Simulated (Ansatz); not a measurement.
Program: Ansatz 0.2.0.

A structure relaxed at PBE0-D4/def2-TZVP, charge 0, multiplicity 1:

```json
{"atom": "B1", "x (Å)": "-1.033", "y (Å)": "-0.811", "z (Å)": "1.520"}
{"atom": "N2", "x (Å)": "0.042", "y (Å)": "-0.185", "z (Å)": "0.915"}
{"atom": "C3", "x (Å)": "0.484", "y (Å)": "-0.336", "z (Å)": "-0.455"}
{"atom": "C4", "x (Å)": "0.392", "y (Å)": "0.957", "z (Å)": "-1.245"}
{"atom": "H5", "x (Å)": "-1.277", "y (Å)": "-0.566", "z (Å)": "2.666"}
{"atom": "H6", "x (Å)": "-1.689", "y (Å)": "-1.583", "z (Å)": "0.879"}
{"atom": "H7", "x (Å)": "0.593", "y (Å)": "0.473", "z (Å)": "1.447"}
{"atom": "H8", "x (Å)": "-0.139", "y (Å)": "-1.106", "z (Å)": "-0.914"}
{"atom": "H9", "x (Å)": "1.516", "y (Å)": "-0.707", "z (Å)": "-0.473"}
{"atom": "H10", "x (Å)": "1.006", "y (Å)": "1.740", "z (Å)": "-0.792"}
{"atom": "H11", "x (Å)": "0.744", "y (Å)": "0.810", "z (Å)": "-2.269"}
{"atom": "H12", "x (Å)": "-0.639", "y (Å)": "1.315", "z (Å)": "-1.280"}
```

**Question.** Give its formula and SMILES.

**Answer.** C2H8BN, `BNCC`.

**Question.** Summarise the bond lengths by kind.

**Answer.** 1 × B–N 1.383 Å; 2 × B–H 1.197 to 1.199 Å; 1 × C–N 1.448 Å; 1 × H–N 1.009 Å; 1 × C–C 1.517 Å; 5 × C–H 1.092 to 1.097 Å.
